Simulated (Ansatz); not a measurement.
`CC[SiH2]Br` + `N[SiH3]` → `[SiH3]N[SiH2]Br` + ethane at 400 K and 1 bar (ligand exchange at the Si–C bond).

Computed with Ansatz on PBE0-D4/def2-TZVP structures; ΔE is electronic, products minus reactants. CCSD(T)/CBS adds triple-zeta CCSD(T) − MP2 to the extrapolated MP2 energy (def2 sets, frozen cores). This one scheme is used for every species. For Br outer-core shells are correlated without core-valence functions, which leaves a few kJ/mol of doubt a bond. Scalar relativity is left out up to krypton. Each species was taken in one conformer, which may not be the lowest.

```tsv
species	CCSD(T)/CBS energy (Eh)	H − E (kJ/mol)	S (J/(mol·K))
`CC[SiH2]Br`	-2942.77097	250.3	376.1
`N[SiH3]`	-346.80422	153.0	285.3
`[SiH3]N[SiH2]Br`	-3209.88376	191.4	401.0
`CC`	-79.71954	213.5	244.3
```

H − E and S are ideal-gas, rigid-rotor, harmonic terms from PBE0-D4/def2-TZVP, for one conformer and one mirror image of each species. 1 Eh = 2625.50 kJ/mol, R = 8.31446 J/(mol·K).

By hand: ΔE, ΔH, ΔS and ΔG.

ΔE = (-3209.88376) + (-79.71954) − (-2942.77097) − (-346.80422) = -0.02811 Eh = -73.8 kJ/mol. Δ(H − E) = 191.4 + 213.5 − 250.3 − 153.0 = 1.6, so ΔH = -72.2 kJ/mol. ΔS = 401.0 + 244.3 − 376.1 − 285.3 = -16.1 J/(mol·K). ΔG = -72.2 − 400 × (-16.1)/1000 = -65.8 kJ/mol.

By hand: the equilibrium constant, and the temperature at which ΔG would vanish if ΔH and ΔS stayed fixed.

log₁₀ K = −ΔG/(RT ln 10) = 8.6. ΔG = 0 at ΔH/ΔS = 4484 K, far beyond where these terms or the molecules hold.

ΔH outweighs TΔS. A doubt of 5 kJ/mol in ΔE shifts log₁₀ K by 0.7 here. Other conformers and mirror images would add mixing entropy, several J/(mol·K) or more a flexible species. Modes under 60 cm⁻¹, often nearly free rotors, make the harmonic entropy too high. These are equilibria of isolated gas molecules and say nothing of rates. Largest T1 diagnostic: 0.009 (customary marks: 0.02 for closed shells, 0.045 for open ones).
